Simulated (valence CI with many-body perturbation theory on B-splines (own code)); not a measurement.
# E1 line list for Al IX

Level of theory: valence CI with perturbative core correlation (CI+MBPT): three valence electrons over a frozen Dirac-Fock core [He], radial functions for each j: 11 s, 11 p, 10 d, 8 f, 5 g, 2 h, with the one-electron correlation potential Σ1 (screened to all orders), the two-electron term Σ2, the three-electron term Σ3, Breit, model QED; selected single and double excitations, second order for the rest, scaled by the run's own slope (own B-spline code, finite nucleus).

No measured levels were compared; by estimate levels of excited configurations hold to 0.05 to 0.15 % of their energy, terms of the ground configuration to about 0.5 %.

Lines 251 to 300 of 584 in falling wavelength, among levels below 2334500 cm⁻¹, chosen from the strongest by gf and those to the six lowest levels. Wavelengths and rates use the calculated energies, so an error of 300 cm⁻¹ moves a line at 233.7 Å by 0.07 % and its rate by three times that or more. Electric multipoles are in the length gauge, E1 and E2 with the static RPA response of the core. Weak lines are less certain than strong ones. Lines between different terms over intervals too small for the method are left out, as are lines whose strength nearly cancels. Where a level lies close to another of its J and parity, the split of strength between their lines is uncertain. The highest levels of a list are the least certain.

Names give the largest LS component (configuration and term), which can be under half, so a name can repeat, a term be missing and a line seem to break the LS rules; names also repeat where a configuration has a term twice. Letters in brackets count levels of one name in rising energy.

```tsv
λ vac (Å)	Upper	Lower	A (s⁻¹)	S (a.u.) with core polarisation	S without
233.7	2s2p4f ⁴F_9/2	2s2p3d ²F°_7/2 [a]	3.91e+09	2.46e-01	2.46e-01
233.1	2s2p4f ²D_3/2	2s2p3d ²P°_1/2 [a]	5.99e+10	1.50e+00	1.50e+00
233.1	2s2p4f ²F_7/2	2s2p3d ²F°_7/2 [a]	2.75e+09	1.37e-01	1.38e-01
232.8	2s2p4f ²D_5/2	2s2p3d ²P°_3/2 [a]	5.91e+10	2.21e+00	2.21e+00
232.6	2s2p4f ⁴F_7/2	2s2p3d ²F°_5/2 [a]	5.05e+09	2.51e-01	2.51e-01
232.2	2s2p4f ²D_3/2	2s2p3d ²P°_3/2 [a]	1.30e+10	3.20e-01	3.20e-01
231.7	2s2p4f ⁴F_5/2	2s2p3d ²F°_5/2 [a]	3.38e+09	1.24e-01	1.25e-01
231.5	2s2p4f ²F_7/2	2s2p3d ²F°_5/2 [a]	1.73e+10	8.48e-01	8.48e-01
231.3	2s2p4f ²G_7/2 [b]	2s2p3d ²F°_7/2 [a]	7.20e+09	3.52e-01	3.52e-01
231.0	2s2p4f ²G_7/2 [a]	2s2p3d ²F°_5/2 [a]	2.99e+10	1.45e+00	1.45e+00
230.9	2s2p4f ²F_5/2	2s2p3d ²F°_5/2 [a]	7.17e+09	2.61e-01	2.62e-01
230.7	2s2p4f ⁴D_7/2	2s2p3d ²F°_7/2 [a]	4.78e+09	2.32e-01	2.32e-01
230.7	2s2p4f ²G_9/2	2s2p3d ²F°_7/2 [a]	8.00e+10	4.84e+00	4.84e+00
229.7	2s2p4f ²G_7/2 [b]	2s2p3d ²F°_5/2 [a]	2.32e+10	1.11e+00	1.11e+00
229.1	2s2p4f ⁴D_7/2	2s2p3d ²F°_5/2 [a]	7.20e+09	3.42e-01	3.42e-01
226.4	2s2p4p ⁴D_7/2	2s2p3d ⁴F°_9/2	2.85e+09	1.31e-01	1.31e-01
222.7	2s2p4s ⁴P°_5/2	2s2p3p ⁴P_5/2	8.40e+09	2.75e-01	2.74e-01
222.3	2s2p4s ²P°_1/2	2s2p3p ²D_3/2 [a]	1.11e+10	1.21e-01	1.20e-01
222.2	2s2p4s ²P°_3/2	2s2p3p ²D_5/2 [a]	1.04e+10	2.26e-01	2.25e-01
222.0	2s2p4s ⁴P°_5/2	2s2p3p ⁴P_3/2	4.27e+09	1.38e-01	1.38e-01
218.5	2s2p4f ²G_7/2 [a]	2s2p3d ⁴P°_5/2	4.36e+09	1.79e-01	1.79e-01
217.3	2s2p4f ²G_7/2 [b]	2s2p3d ⁴P°_5/2	9.37e+09	3.79e-01	3.80e-01
217.0	2s2p4f ⁴D_5/2	2s2p3d ⁴P°_3/2	3.34e+10	1.01e+00	1.01e+00
217.0	2s2p4f ⁴G_5/2	2s2p3d ²D°_3/2 [a]	5.55e+09	1.68e-01	1.68e-01
217.0	2s2p4f ⁴D_5/2	2s2p3s ²P°_3/2 [b]	1.29e+10	3.89e-01	3.89e-01
216.9	2s2p4f ⁴D_3/2	2s2p3d ⁴P°_1/2	3.16e+10	6.37e-01	6.38e-01
216.8	2s2p4f ⁴D_7/2	2s2p3d ⁴P°_5/2	6.28e+10	2.53e+00	2.53e+00
216.7	2s2p4f ⁴D_1/2	2s2p3d ⁴P°_1/2	7.23e+10	7.26e-01	7.26e-01
216.7	2s2p4f ⁴F_7/2	2s2p3d ⁴D°_7/2	2.89e+09	1.16e-01	1.16e-01
216.6	2s2p4f ⁴D_3/2	2s2p3d ⁴P°_3/2	3.18e+10	6.38e-01	6.38e-01
216.6	2s2p4f ⁴D_3/2	2s2p3s ²P°_3/2 [b]	1.51e+10	3.03e-01	3.03e-01
216.5	2s2p4f ⁴D_5/2	2s2p3d ⁴P°_5/2	2.30e+10	6.90e-01	6.91e-01
216.4	2s2p4f ⁴D_1/2	2s2p3d ⁴P°_3/2	1.13e+10	1.13e-01	1.13e-01
216.2	2s2p4f ⁴F_5/2	2s2p3d ²D°_3/2 [a]	1.33e+10	3.99e-01	3.99e-01
216.2	2s2p4f ²F_7/2	2s2p3d ²D°_5/2 [a]	3.94e+10	1.57e+00	1.57e+00
216.2	2s2p4f ⁴F_9/2	2s2p3d ⁴D°_7/2	4.87e+10	2.43e+00	2.43e+00
216.2	2s2p4f ⁴D_3/2	2s2p3d ⁴P°_5/2	5.64e+09	1.12e-01	1.13e-01
216.1	2s2p4f ²D_5/2	2s2p3s ²P°_3/2 [b]	6.91e+09	2.07e-01	2.07e-01
216.1	2s2p4f ⁴G_5/2	2s2p3d ⁴D°_5/2	6.88e+09	2.06e-01	2.06e-01
216.0	2s2p4f ⁴F_7/2	2s2p3d ⁴D°_5/2	4.80e+10	1.91e+00	1.91e+00
215.9	2s2p4f ⁴G_5/2	2s2p3d ⁴D°_3/2	2.74e+10	8.18e-01	8.18e-01
215.8	2s2p4f ²G_7/2 [a]	2s2p3d ²D°_5/2 [a]	6.95e+09	2.76e-01	2.76e-01
215.7	2s2p4f ²D_5/2	2s2p3d ⁴P°_5/2	7.64e+09	2.27e-01	2.27e-01
215.5	2s2p4f ⁴F_3/2	2s2p3d ⁴D°_3/2	2.18e+10	4.30e-01	4.30e-01
215.5	2s2p4f ²F_5/2	2s2p3d ²D°_3/2 [a]	6.06e+10	1.79e+00	1.80e+00
215.4	2s2p4f ⁴F_3/2	2s2p3d ⁴D°_1/2	6.52e+10	1.29e+00	1.29e+00
215.3	2s2p4f ⁴F_5/2	2s2p3d ⁴D°_5/2	7.69e+09	2.27e-01	2.27e-01
215.1	2s2p4f ⁴F_5/2	2s2p3d ⁴D°_3/2	4.38e+10	1.29e+00	1.29e+00
215.1	2s2p4f ²F_7/2	2s2p3d ⁴D°_5/2	1.00e+10	3.93e-01	3.93e-01
214.8	2s²4f ²F°_5/2	2s²3d ²D_5/2	6.87e+09	2.01e-01	2.01e-01
```
